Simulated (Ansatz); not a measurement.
Ansatz (a quantum-chemistry and plane-wave program) input (HF/3-21G): The .json file is the Basis Set Exchange's 3-21G.

Ansatz 0.2 input:
```yaml
crystal:
  periodic: [false, false, false]
  atoms:
    - {symbol: Si, position_ang: [-0.37602100, 0.42388200, 1.20625300]}
    - {symbol: Br, position_ang: [0.94016300, -0.93238400, -0.36411300]}
    - {symbol: Cl, position_ang: [-1.62596500, 1.57053500, -0.24374000]}
basis:
  gaussian:
    orbitals: 3-21G.json
hamiltonian:
  xc: {name: HF}
total_charge: -1
magnetization: {spin_polarized: true, initial_magnetization: 1}
relax: {f_tol: 0.003, max_steps: 120}
```

Output:

```
Functional definition: HF
integrals: 0.01 GiB planned
536 factors; integrals over basis functions are off by at most 8.4e-5 eV
mean field: 0.19 GiB planned
mean field evaluation 1: about -89929.6419 eV, gradient 6.5e0 eV
mean field evaluation 2: about -89929.6477 eV, gradient 6.5e0 eV
mean field evaluation 4: about -89930.0877 eV, gradient 6.5e-1 eV
mean field evaluation 8: about -89930.0982 eV, gradient 1.3e-2 eV
mean field -89930.09818898 eV, -3304.8701516350 hartree, gradient 6.9e-5 eV, S^2 0.758109; 0 other end points of the search recorded, 0 dependent functions left out
the calculation of the forces begins
reference -89930.09818898 eV, -3304.8701516350 hartree; 34, 33 occupied and 15, 16 virtual orbitals, 536 factors
relax step   1: F+E_penalty+E_count = -89930.09818898 eV  Δ(F+E_penalty+E_count) = +0.000e0 eV  max|allowed force component| = 1.624e0 eV/Å  Δτ_max = 0.0000 Å  (40 SCF iters, accepted)
these checks for a lower state are left out or cut short: starts, cluster_reference, orbital_swaps, neighbouring_geometries, increment
integrals: 0.01 GiB planned
536 factors; integrals over basis functions are off by at most 9.1e-5 eV
mean field: 0.19 GiB planned
mean field evaluation 16: about -89930.2658 eV, gradient 1.3e-5 eV
mean field -89930.26584877 eV, -3304.8763130187 hartree, gradient 6.9e-6 eV, S^2 0.757238; 0 other end points of the search recorded, 0 dependent functions left out
the calculation of the forces begins
reference -89930.26584877 eV, -3304.8763130187 hartree; 34, 33 occupied and 15, 16 virtual orbitals, 536 factors
relax step   2: F+E_penalty+E_count = -89930.26584877 eV  Δ(F+E_penalty+E_count) = -1.677e-1 eV  max|allowed force component| = 3.541e-1 eV/Å  Δτ_max = 0.1236 Å  (40 SCF iters, accepted)
these checks for a lower state are left out or cut short: starts, cluster_reference, orbital_swaps, neighbouring_geometries, increment
integrals: 0.01 GiB planned
536 factors; integrals over basis functions are off by at most 9.2e-5 eV
mean field: 0.19 GiB planned
mean field -89930.28474156 eV, -3304.8770073159 hartree, gradient 7.2e-6 eV, S^2 0.757040; 0 other end points of the search recorded, 0 dependent functions left out
the calculation of the forces begins
reference -89930.28474156 eV, -3304.8770073159 hartree; 34, 33 occupied and 15, 16 virtual orbitals, 536 factors
relax step   3: F+E_penalty+E_count = -89930.28474156 eV  Δ(F+E_penalty+E_count) = -1.889e-2 eV  max|allowed force component| = 1.011e-1 eV/Å  Δτ_max = 0.0298 Å  (33 SCF iters, accepted)
these checks for a lower state are left out or cut short: starts, cluster_reference, orbital_swaps, neighbouring_geometries, increment
integrals: 0.01 GiB planned
536 factors; integrals over basis functions are off by at most 9.2e-5 eV
mean field: 0.19 GiB planned
mean field evaluation 32: about -89930.2866 eV, gradient 1.8e-5 eV
mean field -89930.28663341 eV, -3304.8770768401 hartree, gradient 7.1e-6 eV, S^2 0.756944; 0 other end points of the search recorded, 0 dependent functions left out
the calculation of the forces begins
reference -89930.28663341 eV, -3304.8770768401 hartree; 34, 33 occupied and 15, 16 virtual orbitals, 536 factors
relax step   4: F+E_penalty+E_count = -89930.28663341 eV  Δ(F+E_penalty+E_count) = -1.892e-3 eV  max|allowed force component| = 1.245e-2 eV/Å  Δτ_max = 0.0227 Å  (33 SCF iters, accepted)
these checks for a lower state are left out or cut short: starts, cluster_reference, orbital_swaps, neighbouring_geometries, increment
integrals: 0.01 GiB planned
536 factors; integrals over basis functions are off by at most 9.2e-5 eV
mean field: 0.19 GiB planned
mean field -89930.28670485 eV, -3304.8770794655 hartree, gradient 6.6e-6 eV, S^2 0.756954; 0 other end points of the search recorded, 0 dependent functions left out
the calculation of the forces begins
reference -89930.28670485 eV, -3304.8770794655 hartree; 34, 33 occupied and 15, 16 virtual orbitals, 536 factors
relax step   5: F+E_penalty+E_count = -89930.28670485 eV  Δ(F+E_penalty+E_count) = -7.144e-5 eV  max|allowed force component| = 4.948e-3 eV/Å  Δτ_max = 0.0057 Å  (34 SCF iters, accepted)
these checks for a lower state are left out or cut short: starts, cluster_reference, orbital_swaps, neighbouring_geometries, increment
integrals: 0.01 GiB planned
536 factors; integrals over basis functions are off by at most 9.2e-5 eV
mean field: 0.19 GiB planned
mean field -89930.28670673 eV, -3304.8770795346 hartree, gradient 1.4e-5 eV, S^2 0.756955; 0 other end points of the search recorded, 0 dependent functions left out
the calculation of the forces begins
reference -89930.28670673 eV, -3304.8770795346 hartree; 34, 33 occupied and 15, 16 virtual orbitals, 536 factors
relax step   6: F+E_penalty+E_count = -89930.28670673 eV  Δ(F+E_penalty+E_count) = -1.879e-6 eV  max|allowed force component| = 4.936e-4 eV/Å  Δτ_max = 0.0004 Å  (22 SCF iters, accepted)
integrals: 0.01 GiB planned
536 factors; integrals over basis functions are off by at most 9.2e-5 eV
mean field: 0.19 GiB planned
mean field -89930.28670673 eV, -3304.8770795346 hartree, gradient 1.4e-5 eV, S^2 0.756955; 1 other end points of the search recorded, 0 dependent functions left out
the calculation of the forces begins
reference -89930.28670673 eV, -3304.8770795346 hartree; 34, 33 occupied and 15, 16 virtual orbitals, 536 factors
Total energy: -89930.28670673 eV, -3304.8770795346 hartree
Atom 0 at    -0.358615     0.409199     1.253170 Å, force     0.000051    -0.000073    -0.000494 eV/Å
Atom 1 at     1.030701    -1.021312    -0.381258 Å, force    -0.000159     0.000168     0.000278 eV/Å
Atom 2 at    -1.733909     1.674146    -0.273512 Å, force     0.000108    -0.000095     0.000215 eV/Å
Dipole moment:     0.441322    -0.418066     0.237013 e Å
```

The dipole moment of an ion depends on the origin.

The geometry given is a B3LYP-D3(BJ)/def2-TZVP minimum.
